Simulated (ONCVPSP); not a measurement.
Sn: one change to an ONCV potential, before and after

tin, optimised norm-conserving Vanderbilt (ONCV), made with ONCVPSP 4.0.1 (LDA (Perdew-Zunger), non-relativistic). Core [Ar] 3d10, reference 4s2 4p6 4d10 5s2 5p2. Waves: 4s+5s: rc 1.65 bohr, ncon 3, nbas 8, qcut 9.2 1/bohr, 2 projectors; 4p+5p: rc 1.20 bohr, ncon 5, nbas 9, qcut 12 1/bohr, 2 projectors; 4d: rc 1.15 bohr, ncon 4, nbas 7, qcut 8 1/bohr, local; f scattering state at 0.08 Ha: rc 1.45 bohr, ncon 4, nbas 7, qcut 6.8 1/bohr, 1 projector. Local part: the d channel. Core correction: none.

Change: all radii scaled by about 1.10 (s 1.82, p 1.32, d 1.26, f 1.60 bohr).

Cutoffs: the cutoffs (Ha) at which the residual kinetic energy of the hardest occupied pseudo-wave falls to 1 and 0.1 mHa per electron; they do not see the model core or the augmentation charge, which bear on the density cutoff. Errors are all-electron minus pseudo energies relative to the spin-unpolarised reference configuration.

Problem. What does the change do?

Solution. The potential gets softer (101 Ha and 129 Ha → 80 Ha and 107 Ha); both files keep a bound ghost (p); of the 3 tests that both files solve, the error grows in 1 and shrinks in 0 by more than 15 % and 0.3 meV (median size 0.2 → 0.2 meV). A larger radius leaves more room for a smooth pseudo-wave, so fewer plane waves are needed.

```tsv
quantity	base	changed
cutoff, loose	101 Ha	80 Ha
cutoff, tight	129 Ha	107 Ha
loose cutoff by channel	s 24 Ha, p 55 Ha, d 101 Ha	s 21 Ha, p 50 Ha, d 80 Ha
bound ghosts	p	p
GHOST(+) flags under 300 eV	s at 220.5 eV	none
tests with a reliable result	3 of 4	3 of 4
error for 4s2 4p6 4d10 5s2 5p1, meV [ΔE 7.15 eV]	0.0	0.0
error for 4s2 4p6 4d10 5s2 5p0, meV [ΔE 21.41 eV]	+0.2	+0.2
error for 4s2 4p6 4d10 5s1 5p0, meV [ΔE 51.63 eV]	-1.4	-1.7
```

 A true bound ghost makes a file unfit for plane-wave use even where its test errors are small: the radial tests pick states by their node count and pass the ghost by.
